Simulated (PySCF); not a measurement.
C₅H₁₅Si₂Te (SMILES C[Si](C)[Te][Si](C)(C)C), doublet, geometry from GFN2-xTB (all electrons, no relativity); PySCF with X3LYP/3-21G.

The PySCF input:
```python
from pyscf import gto, scf, dft

mol = gto.M(
    atom='''
C     2.27156700    0.89793956   -2.02860975
Si    1.91514811   -0.42374851   -0.68613995
C     3.55327639   -0.63530853    0.27511750
Te    0.18092802    0.36073992    0.98517248
Si   -1.81279949   -0.27760009   -0.39360376
C    -1.72882390    0.40671885   -2.16963847
C    -2.00376988   -2.17070546   -0.49071792
C    -3.32294624    0.46121478    0.49059152
H     1.37082933    1.16701804   -2.57096433
H     3.00376352    0.54951186   -2.75084905
H     2.66417299    1.80126231   -1.56630532
H     4.35043544   -0.99717192   -0.36689663
H     3.86932989    0.31786525    0.69281728
H     3.44022286   -1.33537411    1.09640064
H    -0.92564339   -0.06505511   -2.72764309
H    -1.55160775    1.47788123   -2.17161766
H    -2.65490836    0.22578445   -2.70664160
H    -2.10112531   -2.60273960    0.50039885
H    -2.88245572   -2.45393471   -1.06233719
H    -1.13806834   -2.62417882   -0.96413776
H    -4.24602225    0.19604808   -0.01586940
H    -3.39042759    0.09975123    1.51189755
H    -3.26545342    1.54458120    0.52873333
''',
    basis='3-21g',
    spin=1,
    verbose=4,
)

mf = dft.UKS(mol)
mf.xc = 'x3lyp'
mf.kernel()
```

Task: Write the output that PySCF gives for this input, abridged.

Result: 
```
PySCF version 2.14.0

[INPUT] verbose = 4
[INPUT] num. atoms = 23
[INPUT] num. electrons = 125
[INPUT] charge = 0
[INPUT] spin (= nelec alpha-beta = 2S) = 1
[INPUT] symmetry False subgroup None
[INPUT] Mole.unit = angstrom
[INPUT] Symbol           X                Y                Z      unit          X                Y                Z       unit  Magmom
[...]
nuclear repulsion = 1039.23413706155
number of shells = 82
number of NR pGTOs = 255
number of NR cGTOs = 132
basis = 3-21g
ecp = {}

******** <class 'pyscf.dft.uks.UKS'> ********
method = UKS
initial guess = minao
damping factor = 0
level_shift factor = 0
DIIS = <class 'pyscf.scf.diis.CDIIS'>
diis_start_cycle = 1
diis_space = 8
diis_damp = 0
SCF conv_tol = 1e-09
SCF conv_tol_grad = None
SCF max_cycles = 50
direct_scf = True
direct_scf_tol = 1e-13
number electrons alpha = 63  beta = 62
XC library pyscf.dft.libxc version 7.1.2
    S. Lehtola, C. Steigemann, M. J. T. Oliveira, and M. A. L. Marques,  SoftwareX 7, 1–5 (2018)
XC functionals = x3lyp
    X. Xu and W. A. Goddard,  Proc. Natl. Acad. Sci. U. S. A. 101, 2673 (2004)
radial grids:
    Treutler-Ahlrichs [JCP 102, 346 (1995); DOI:10.1063/1.469408] (M4) radial grids

becke partition: Becke, JCP 88, 2547 (1988); DOI:10.1063/1.454033
pruning grids: <function nwchem_prune>
grids dens level: 3
symmetrized grids: False
atomic radii adjust function: <function treutler_atomic_radii_adjust>
small_rho_cutoff = 0
Set gradient conv threshold to 3.16228e-05
tot grids = 278032
init E= -7343.47888145611

cycle= 1 E= -7359.39180307845  delta_E= -15.9  |g|= 0.459  |ddm|= 3.15
cycle= 2 E= -7359.36513769155  delta_E= 0.0267  |g|= 0.496  |ddm|= 1.11
cycle= 3 E= -7359.50494093061  delta_E= -0.14  |g|= 0.0276  |ddm|= 0.59
cycle= 4 E= -7359.50547885626  delta_E= -0.000538  |g|= 0.0131  |ddm|= 0.0906
cycle= 5 E= -7359.50561641515  delta_E= -0.000138  |g|= 0.00392  |ddm|= 0.0322
cycle= 6 E= -7359.5056303219  delta_E= -1.39e-05  |g|= 0.000917  |ddm|= 0.0114
cycle= 7 E= -7359.50563170291  delta_E= -1.38e-06  |g|= 0.000452  |ddm|= 0.00428
cycle= 8 E= -7359.50563196615  delta_E= -2.63e-07  |g|= 0.000121  |ddm|= 0.00173
cycle= 9 E= -7359.50563198979  delta_E= -2.36e-08  |g|= 4.62e-05  |ddm|= 0.00059
cycle= 10 E= -7359.50563199172  delta_E= -1.93e-09  |g|= 2.2e-05  |ddm|= 0.000161
cycle= 11 E= -7359.50563199206  delta_E= -3.44e-10  |g|= 7.73e-06  |ddm|= 4.73e-05
Extra cycle  E= -7359.50563199206  delta_E=    0  |g|= 7.66e-06  |ddm|= 2.35e-05
converged SCF energy = -7359.50563199206  <S^2> = 0.75147839  2S+1 = 2.0014778
```
